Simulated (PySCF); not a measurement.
BiI2, SMILES [Bi]([I])[I], multiplicity 2.

The structure is a stationary point at PBE0-D3(BJ)/def2-SVP. The multiplicity is an assumed one; other spin states were not compared. The isomer is the one that the SMILES or the coordinates give; other isomers of the formula were not compared. The def2 effective core potentials stand for the cores of Bi, I; spin–orbit coupling is left out.

Method: IEF-PCM-M06-2X/def2-SVP (PySCF).

The values are the electrostatic part of the solvation free energy, E(continuum) − E(gas) at the gas-phase geometry, in a cavity of scaled van der Waals radii (PySCF's table); cavitation and dispersion terms are not included. A continuum can't describe solvent molecules that bind to the metal. The dipole moment in vacuum is 3.56 D.

**Question.** Estimate the values in water (ε = 78.36), chloroform (ε = 4.71), toluene (ε = 2.37). (An estimate is asked for; the answer gives what the named calculation found.)

**Answer.** 
| solvent | ε | ΔG(elec) (kcal/mol) | dipole (D) |
|---|---|---|---|
| water | 78.36 | -6.6 | 5.63 |
| chloroform | 4.71 | -4.4 | 4.93 |
| toluene | 2.37 | -2.8 | 4.42 |
